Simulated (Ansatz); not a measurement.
CH3AlCl, SMILES [CH3][Al][Cl], multiplicity 2.

Geometry: B3LYP-D3(BJ)/def2-TZVP. The multiplicity is an assumed one; other spin states were not compared. The isomer is the one that the SMILES or the coordinates give; other isomers of the formula were not compared.

Two levels are set side by side: PBE/def2-SVPD (Ansatz, a first-principles code) and ωB97X-V/def2-SVPD (Ansatz). Energy differences of separate SCF runs at the same geometry; the states with an electron removed or added have multiplicity 1 and 1. Differences are taken from unrounded values.

```
quantity                         ωB97X-V
-------------------------------  -------
vertical ionisation energy (eV)     7.92
vertical electron affinity (eV)     1.06
```

Task: What does PBE give, and how far is it from ωB97X-V? (An estimate is asked for; the answer gives what the named calculation found.)

Result: 
```json
[
 {"quantity": "vertical ionisation energy (eV)", "PBE": "7.82", "PBE minus ωB97X-V": "-0.11"},
 {"quantity": "vertical electron affinity (eV)", "PBE": "1.07", "PBE minus ωB97X-V": "0.00"}
]
```

Here PBE gives about what the other level gives.
